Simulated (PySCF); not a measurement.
Job for PySCF: D3(BJ) and D4 dispersion corrections on CH2O (SMILES C=O).

```python
from pyscf import gto
from pyscf.dispersion import dftd3, dftd4

mol = gto.M(
    atom='''
    C     0.31994435    0.05486482    3.72837051
    O    -0.84705071   -0.07755054    3.47485930
    H     1.08331487    0.13731841    2.93258902
    H     0.68544865    0.10057601    4.77070893
    ''',
    basis='def2-svp',
    charge=0, spin=0, verbose=0, max_memory=1800)
d3, d4 = {}, {}
for xc in ['hf', 'pbe', 'blyp', 'revpbe', 'tpss', 'r2scan', 'b3lyp', 'pbe0', 'bhlyp', 'camb3lyp', 'b2plyp']:
    d3[xc] = float(dftd3.DFTD3Dispersion(mol, xc=xc, version='d3bj', atm=False).get_dispersion()['energy'])
    print(f'D3(BJ) {xc:10s} {d3[xc]:14.8f} Eh')
for xc in ['hf', 'pbe', 'blyp', 'revpbe', 'tpss', 'r2scan', 'b3lyp', 'pbe0', 'bhlyp', 'camb3lyp', 'b2plyp']:
    d4[xc] = float(dftd4.DFTD4Dispersion(mol, xc={'camb3lyp': 'cam-b3lyp'}.get(xc, xc), atm=True).get_dispersion()['energy'])
    print(f'D4     {xc:10s} {d4[xc]:14.8f} Eh')
```

The log:

```
D3(BJ) hf            -0.01255439 Eh
D3(BJ) pbe           -0.00109325 Eh
D3(BJ) blyp          -0.00228363 Eh
D3(BJ) revpbe        -0.00310907 Eh
D3(BJ) tpss          -0.00131481 Eh
D3(BJ) r2scan        -0.00026163 Eh
D3(BJ) b3lyp         -0.00183501 Eh
D3(BJ) pbe0          -0.00087246 Eh
D3(BJ) bhlyp         -0.00136181 Eh
D3(BJ) camb3lyp      -0.00070727 Eh
D3(BJ) b2plyp        -0.00078285 Eh
D4     hf            -0.00414469 Eh
D4     pbe           -0.00089225 Eh
D4     blyp          -0.00212759 Eh
D4     revpbe        -0.00379996 Eh
D4     tpss          -0.00121716 Eh
D4     r2scan        -0.00020565 Eh
D4     b3lyp         -0.00143588 Eh
D4     pbe0          -0.00072080 Eh
D4     bhlyp         -0.00091500 Eh
D4     camb3lyp      -0.00070086 Eh
D4     b2plyp        -0.00061099 Eh
```

The run finished.

Cost: very roughly 0.03 core-seconds.
